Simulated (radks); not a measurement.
Results of a calculation; reference values are marked as such.
Correlation energies from several functionals, in hartree. Species: Eu [Xe] 4f7 6s2; K [Ar] 4s1; I24+ [Ar] 3d10 4s1. Level of theory: non-relativistic Kohn-Sham, exchange-only PBE, spin-polarised, spherical densities, point nucleus (a radial shooting solver on a logarithmic mesh with Libxc functionals). Every spin shell is full or empty, so the densities are truly spherical. Functionals are evaluated on that one density, not self-consistently.

functional,Eu,K,I24+
PW92,-6.1704,-1.4876,-3.3311
PZ,-6.1636,-1.4851,-3.3362
Wigner,-3.2887,-0.94707,-1.5753
PBEsol,-3.9670,-0.84768,-1.8590
P86,-3.9827,-0.83258,-1.9528
PW91,-3.7924,-0.79779,-1.8085
AM05,-5.7768,-1.3523,-3.0937
TPSS,-3.5213,-0.73217,-1.6212
revTPSS,-3.5603,-0.74956,-1.6343
SCAN,-3.5663,-0.72156,-1.6149
r2SCAN,-3.5829,-0.72855,-1.6261
B95,-4.3404,-0.85339,-2.1741
